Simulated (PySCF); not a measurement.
Input of a run (PBE0-D3(BJ)/def2-SVP geometry optimisation, gas phase, def2 core potentials past Kr (PySCF 2.14.0)), started from GFN2-xTB:
```
{"job": {"xc": "PBE0", "basis": "def2-SVP", "d3": "d3bj", "grid": 1, "maxiter": 40, "shake": 0.03, "kind": "geom"}, "charge": 0, "multiplicity": 1}
Sn     0.061690    -0.077030     0.060080
Cl    -0.006940    -0.030090     2.372170
Br     2.328240     0.003700    -0.844480
Br    -1.104410     2.082300    -0.799980
Br    -1.203730    -2.089370    -0.849910
```

Output (energies in Eh, forces in Eh/bohr):
```
step   0  E = -8395.03642619  max force = 0.025973
step   1  E = -8395.04162504  max force = 0.010238
step   2  E = -8395.04250543  max force = 0.002964
step   3  E = -8395.04259698  max force = 0.001355
step   4  E = -8395.04261299  max force = 0.001014
step   5  E = -8395.04262109  max force = 0.001386
step   6  E = -8395.04263947  max force = 0.000966
step   7  E = -8395.04265154  max force = 0.000358
optimisation converged
```

Problem. Summarise the run.

Solution. The energy falls by 0.169 eV over 8 energy and gradient evaluations, the largest force component goes from 0.0260 to 3.6e-04 Eh/bohr, and the atoms move by 0.080 Å rms after alignment. The bond that changes most is Sn1–Br4 (ends: tin bonded to 3 Br and Cl; bromine bonded to Sn), which shortens by 0.140 Å. Bonds longer at the end by more than 0.005 Å: 2 of 4; shorter: 2. Among the angles that change most is Br3–Sn1–Br4, from 105.4° to 109.7°. The energy never rose by more than 1e-6 Eh on the way. The first step brought 84 % of the lowering.

Problem. What are the final bond lengths?

Solution. Sn1–Cl2 2.326 Å, Sn1–Br3 2.459 Å, Sn1–Br4 2.460 Å, Sn1–Br5 2.457 Å. Numbering counts from 1 in the input's order; the species is SnClBr3, `[Cl][Sn]([Br])([Br])[Br]`.

The run used 140 basis functions and 52 SCF cycles in all.

Stationary, but not proved a minimum.
